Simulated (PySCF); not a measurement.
# Zr: interval between two levels

Zr [Kr] 4d2 5s2 [3F4, M_J = 4] → Zr [Kr] 4d1 5s2 5p1 [3F4, M_J = 4], as a difference of total energies. All numbers are calculated (PySCF 2.14, the two-component X2C-1e Hamiltonian, in x2c-SVPall-2c with one added diffuse shell each of s, p, d type (7s9p7d1f, 76 functions)). Correlated levels: [Ar] 3d10 frozen; the 6 highest virtual spinors dropped. "Screened" scales the spin-orbit matrix elements by Boettger's factors to mimic the two-electron term; Breit and QED terms are absent.

```
                    method  interval between two levels (cm⁻¹)
 GHF (screened spin-orbit)                               24396
GMP2 (screened spin-orbit)                               24986
```

The labels give the starting determinants; with spin-orbit coupling the two ends relaxed to ⟨J²⟩ = 20.39, ⟨L²⟩ = 12.17, ⟨S²⟩ = 2.10 and ⟨J²⟩ = 23.14, ⟨L²⟩ = 14.46, ⟨S²⟩ = 2.66.

The determinant of the upper state and of the lower state mixes levels of different J (the jj label is only the starting occupation), so the difference between spin-free and spin-orbit rows is not the physical spin-orbit shift.
